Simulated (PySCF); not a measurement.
Computed IR spectrum (relative IR intensity) of a molecule C₃H₃BrClF. Coordinates come from a B3LYP-D3(BJ)/def2-SVP optimisation. Other conformers were not sampled. Computed with PySCF with B3LYP-D3(BJ)/def2-SVP. Frequencies are harmonic and unscaled.

```tsv
ν (cm⁻¹)	relative intensity
417	2.7
516	5.9
821	44
1048	47
1112	100
1203	83
1449	11
1731	61
3035	12
3107	5.1
3149	2.2
```

Q: Pick the molecule that these values belong to.
A) C/C(Br)=C(\F)Cl
B) C/C(F)=C(\Cl)Br
C) F[C@H]1C[C@]1(Cl)Br
D) C/C(Cl)=C(\F)Br

A: A, C/C(Br)=C(\F)Cl
